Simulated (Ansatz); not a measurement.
One change: `[SiH3][SnH2][SiH3]` becomes `[CH3][SnH2][SiH3]`.

Ansatz, PBE0-D4/def2-TZVP geometries, multiplicity 1. 

Elements past krypton have def2 core potentials.

```json
{"property": "HOMO–LUMO gap (ωB97M-V/def2-TZVPP) / eV", "`[SiH3][SnH2][SiH3]`": "10.75"}
{"property": "HOMO energy (B3LYP/def2-TZVPP) / eV", "`[SiH3][SnH2][SiH3]`": "-7.45"}
{"property": "LUMO energy (PBE/def2-TZVPP) / eV", "`[SiH3][SnH2][SiH3]`": "-1.17"}
{"property": "size of the dipole moment (B3LYP/def2-TZVPP) / D", "`[SiH3][SnH2][SiH3]`": "0.18"}
{"property": "LUMO energy (ωB97M-V/def2-TZVPP) / eV", "`[SiH3][SnH2][SiH3]`": "1.17"}
{"property": "size of the dipole moment (ωB97M-V/def2-TZVPP) / D", "`[SiH3][SnH2][SiH3]`": "0.17"}
```

(1) Give the same properties after the change, and the shifts. (Estimate.)

## Answers

(1) The calculation gave: 
```
                                          property  `[CH3][SnH2][SiH3]`  shift
           HOMO–LUMO gap (ωB97M-V/def2-TZVPP) / eV                11.10   0.35
               HOMO energy (B3LYP/def2-TZVPP) / eV                -7.51  -0.06
                 LUMO energy (PBE/def2-TZVPP) / eV                -0.78   0.39
  size of the dipole moment (B3LYP/def2-TZVPP) / D                 0.73   0.55
             LUMO energy (ωB97M-V/def2-TZVPP) / eV                 1.38   0.21
size of the dipole moment (ωB97M-V/def2-TZVPP) / D                 0.68   0.51
```

With PBE0 the HOMO falls by 0.06 eV and the LUMO rises by 0.34 eV, so the gap widens by about 0.40 eV. PBE moves the HOMO by 0.00 eV and ωB97M-V by -0.14 eV. Dipoles are sizes alone; their direction can turn.

B3LYP here is the variant with VWN-RPA as its local correlation; programs differ in this.
